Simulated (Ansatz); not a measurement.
tetraphenylethylene, `c1ccc(C(=C(c2ccccc2)c2ccccc2)c2ccccc2)cc1`. The state is a triplet with charge 0. Geometry PBE-D4/def2-SVP, that of the neutral singlet; atoms count from 1.

Cartesian coordinates in Å:
```
C -2.0969 3.6380 -2.1772
C -2.1876 2.2963 -2.5836
C -1.6282 1.2813 -1.7978
C -0.9657 1.5849 -0.5864
C -0.3813 0.5117 0.2632
C 0.3815 -0.5116 -0.2633
C 0.9104 -0.4736 -1.6539
C 1.5302 0.6872 -2.1706
C 2.0376 0.7093 -3.4754
C 1.9365 -0.4279 -4.2941
C 1.3359 -1.5926 -3.7897
C 0.8376 -1.6187 -2.4801
C 0.7302 -1.7272 0.5216
C -0.2442 -2.4122 1.2831
C 0.0898 -3.5632 2.0071
C 1.4054 -4.0554 1.9875
C 2.3808 -3.3934 1.2245
C 2.0445 -2.2476 0.4910
C -0.6746 0.6160 1.7185
C -1.9786 0.9295 2.1663
C -2.2629 1.0327 3.5347
C -1.2453 0.8452 4.4840
C 0.0601 0.5575 4.0519
C 0.3425 0.4436 2.6852
C -0.9033 2.9369 -0.1773
C -1.4539 3.9534 -0.9694
H -2.5341 4.4358 -2.7972
H -2.7050 2.0373 -3.5202
H -1.7051 0.2318 -2.1173
H 1.6152 1.5782 -1.5314
H 2.5223 1.6216 -3.8559
H 2.3326 -0.4087 -5.3211
H 1.2570 -2.4907 -4.4217
H 0.3734 -2.5355 -2.0859
H -1.2763 -2.0326 1.2976
H -0.6859 -4.0851 2.5883
H 1.6681 -4.9585 2.5597
H 3.4133 -3.7748 1.1984
H 2.8101 -1.7351 -0.1112
H -2.7774 1.0837 1.4249
H -3.2879 1.2641 3.8633
H -1.4673 0.9312 5.5588
H 0.8684 0.4259 4.7877
H 1.3667 0.2225 2.3510
H -0.4058 3.1873 0.7721
H -1.3827 5.0015 -0.6398
```

Single mean-field runs in def2-TZVP are fitted with def2-universal-jkfit. At PBE0-D4/def2-TZVP a singlet of charge 0 lies 2.42 eV below the triplet at the same geometry.

Problem. Estimate the Mulliken populations of the heavy atoms from the PBE0/def2-TZVP orbitals of Ansatz.

Solution. 
```
atom  charge (e)  spin (α − β)
  C1       -0.09          0.17
  C2       -0.15         -0.08
  C3       -0.14          0.14
  C4       -0.02         -0.07
  C5        0.21          0.60
  C6        0.21          0.60
  C7       -0.02         -0.07
  C8       -0.14          0.14
  C9       -0.15         -0.08
 C10       -0.09          0.17
 C11       -0.14         -0.08
 C12       -0.18          0.14
 C13       -0.02         -0.07
 C14       -0.14          0.14
 C15       -0.15         -0.08
 C16       -0.09          0.17
 C17       -0.14         -0.08
 C18       -0.18          0.14
 C19       -0.02         -0.07
 C20       -0.18          0.14
 C21       -0.14         -0.08
 C22       -0.09          0.17
 C23       -0.15         -0.08
 C24       -0.14          0.14
 C25       -0.18          0.14
 C26       -0.14         -0.08
```
Mulliken values depend strongly on the basis.

Problem. Where does the spin sit?

Solution. Summed by element: C 2.06, H -0.06, of 2 unpaired in all. Largest on single atoms: C6 0.60, C5 0.60, C22 0.17.

Problem. And the Mayer bond orders between heavy atoms (over 0.3)?

Solution. C1–C2 1.37 (1.40 Å); C1–C26 1.37 (1.40 Å); C2–C3 1.48 (1.40 Å); C3–C4 1.31 (1.41 Å); C4–C5 0.98 (1.49 Å); C4–C25 1.32 (1.41 Å); C5–C6 1.02 (1.38 Å); C5–C19 0.98 (1.49 Å); C6–C7 0.98 (1.49 Å); C6–C13 0.98 (1.49 Å); C7–C8 1.31 (1.41 Å); C7–C12 1.32 (1.41 Å); C8–C9 1.48 (1.40 Å); C9–C10 1.37 (1.40 Å); C10–C11 1.37 (1.40 Å); C11–C12 1.47 (1.40 Å); C13–C14 1.31 (1.41 Å); C13–C18 1.32 (1.41 Å); C14–C15 1.48 (1.40 Å); C15–C16 1.37 (1.40 Å); C16–C17 1.37 (1.40 Å); C17–C18 1.47 (1.40 Å); C19–C20 1.32 (1.41 Å); C19–C24 1.31 (1.41 Å); C20–C21 1.47 (1.40 Å); C21–C22 1.37 (1.40 Å); C22–C23 1.37 (1.40 Å); C23–C24 1.48 (1.40 Å); C25–C26 1.47 (1.40 Å).
